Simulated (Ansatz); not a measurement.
A CCSD(T) single point on C2H6FIn, SMILES `[CH3][In]([CH3])[F]`.

```yaml
crystal:
  periodic: [false, false, false]
  atoms:
    - {symbol: C, position_ang: [-0.920003, 1.809632, -0.265338]}
    - {symbol: In, position_ang: [-0.215189, -0.124778, 0.284807]}
    - {symbol: C, position_ang: [1.231913, -1.628758, -0.145669]}
    - {symbol: F, position_ang: [-1.344971, -0.779834, 1.773187]}
    - {symbol: H, position_ang: [-0.340640, 2.245570, -1.078226]}
    - {symbol: H, position_ang: [-1.965250, 1.725501, -0.566446]}
    - {symbol: H, position_ang: [-0.868052, 2.459122, 0.609678]}
    - {symbol: H, position_ang: [1.897494, -1.342302, -0.958946]}
    - {symbol: H, position_ang: [1.816612, -1.815412, 0.756293]}
    - {symbol: H, position_ang: [0.708096, -2.548731, -0.409350]}
basis:
  gaussian: {orbitals: def2-TZVPP}
correlation: {method: ccsd_t}
output: {orbitals: {seedname: orbitals}}
```

```sh
$ ansatz run in.yaml --threads 4 --pin off --events-out ev --progress --plain --max-ram 10444MiB
```

Log, shortened:

```
Functional definition: HF
1514 factors; integrals over basis functions are off by at most 1.0e-3 eV
mean field evaluation 1: about -10008.7659 eV, gradient 4.6e1 eV
mean field evaluation 2: about -10008.8080 eV, gradient 4.6e1 eV
mean field evaluation 4: about -10013.1532 eV, gradient 3.9e0 eV
mean field evaluation 8: about -10013.2120 eV, gradient 2.5e-1 eV
mean field -10013.21218531 eV, -367.9787606113 hartree, gradient 1.3e-6 eV, S^2 0.000000; 0 other end points of the search recorded, 0 dependent functions left out
7 core orbitals not correlated: weight in the atoms' cores, before any rotation towards them, 1.000 or more for the frozen orbitals, at most 0.000 for the correlated occupied ones
reference -10013.21218531 eV, -367.9787606113 hartree; 17, 17 occupied and 203, 203 virtual orbitals, 1514 factors
second order -24.67104189 eV of doubles, -0.00000000 eV of singles
cycle   1  -24.54568233 eV  change    1.3e-1 eV  update   1.1e-1
cycle   2  -25.07784568 eV  change   -5.3e-1 eV  update   3.6e-2
cycle   3  -25.21464857 eV  change   -1.4e-1 eV  update   2.1e-2
cycle   4  -25.21449274 eV  change    1.6e-4 eV  update   6.0e-3
cycle   5  -25.20885990 eV  change    5.6e-3 eV  update   2.6e-3
cycle   6  -25.20926463 eV  change   -4.0e-4 eV  update   8.9e-4
cycle   7  -25.20934163 eV  change   -7.7e-5 eV  update   3.3e-4
cycle   8  -25.20916536 eV  change    1.8e-4 eV  update   1.1e-4
cycle   9  -25.20915797 eV  change    7.4e-6 eV  update   4.5e-5
cycle  10  -25.20920430 eV  change   -4.6e-5 eV  update   1.9e-5
cycle  11  -25.20917725 eV  change    2.7e-5 eV  update   7.8e-6
perturbative correction -0.84500026 eV, -0.0310531866 hartree
Total energy: -10039.26636282 eV, -368.9362339745 hartree
```

Hardware: 4 threads of an Arm Neoverse V2 on a shared host. Wall time 2.4 min, peak host memory 4.3 GiB.

MP2 recovers 94.7 % of the CCSD(T) correlation energy and the triples give 3.2 %; T1 = 0.0136.
